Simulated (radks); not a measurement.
Species: Au4+. Configuration: [Xe] 4f14 5d7. All-electron calculation, scalar-relativistic Kohn-Sham, exchange-only r2SCAN, spin-polarised, spherical densities, finite nucleus; open shells are filled with parallel spins first (spin-orbit coupling, left out, can overturn this in heavy ions); meta-GGA in the generalised Kohn-Sham scheme; Fermi nuclear charge, rms radius 5.4371 fm. Program: a radial shooting solver on a logarithmic mesh with Libxc functionals. Some entries of the table are withheld. Estimate them.

orbital,occ.,eigenvalue (eV),<1/r> (bohr^-1),r(max) (bohr)
1s down,1,-80897.10,95.71,0.01042
1s up,1,-80897.08,95.71,0.01042
2s up,1,-14346.04,22.46,0.06015
2s down,1,-14345.63,22.46,0.06015
2p up,3,-12408.70,19.97,0.04981
2p down,3,-12408.38,19.97,0.04981
3s up,1,-3437.053,8.339,0.1695
3s down,1,-3436.997,8.339,0.1695
3p up,3,-2872.462,7.602,0.1689
3p down,3,-2872.374,7.602,0.1689
3d up,5,-2267.603,7.144,0.1378
3d down,5,-2267.359,7.144,0.1378
4s up,1,-793.7678,3.564,0.3827
4s down,1,-793.4342,3.563,0.3828
4p up,3,-607.6390,3.222,0.4026
4p down,3,-607.3476,3.221,0.4026
4d up,5,-382.7645,2.886,0.4103
4d down,5,-382.4090,2.886,0.4104
5s up,1,-162.8216,1.453,0.8503
5s down,1,-160.3420,1.464,0.8468
4f up,7,-133.6009,2.461,0.3767
4f down,7,-133.0710,2.466,0.3767
5p up,3,-113.2358,1.247,(1)
5p down,3,-110.1666,1.257,(2)
5d up,5,-55.4487,(3),1.168
5d down,2,-51.9722,(4),1.160
6s up,0,(5),0.6019,1.980
6s down,0,(6),0.5797,2.021
6p up,0,-32.0920,0.4919,2.377
6p down,0,-30.7986,0.4714,2.439

Answer. 
(1) 5p up r(max) (bohr): 0.9516
(2) 5p down r(max) (bohr): 0.9465
(3) 5d up <1/r> (bohr^-1): 0.9406
(4) 5d down <1/r> (bohr^-1): 0.9399
(5) 6s up eigenvalue (eV): -43.5611
(6) 6s down eigenvalue (eV): -41.3074
